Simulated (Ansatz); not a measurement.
Ansatz (a quantum-chemistry and plane-wave program) input:
A basis named .json is the Basis Set Exchange file of that set.

Ansatz 0.2 input:
```yaml
crystal:
  periodic: [false, false, false]
  atoms:
    - {symbol: Ru, position_ang: [0.00000000, 0.00000000, 0.00000000]}
    - {symbol: F, position_ang: [0.00000000, 0.00000000, 1.86528623]}
    - {symbol: F, position_ang: [-0.00000000, -0.00000000, -1.86528623]}
basis:
  gaussian:
    orbitals: def2-TZVPPD.json
total_charge: -1
magnetization: {spin_polarized: true, initial_magnetization: 3}
correlation: {method: ccsd_t, electrons: outside_noble_gas}
```

Task: Predict the final energy.

Result: -293.97961 Eh (CCSD(T)/def2-TZVPPD). The basis has 136 functions.

This state (charge -1, quartet) is run at the relaxed geometry of the species with charge 0 and multiplicity 3.

The determinant is spin-contaminated: <S^2> is 3.96 against 3.75 for a pure state.
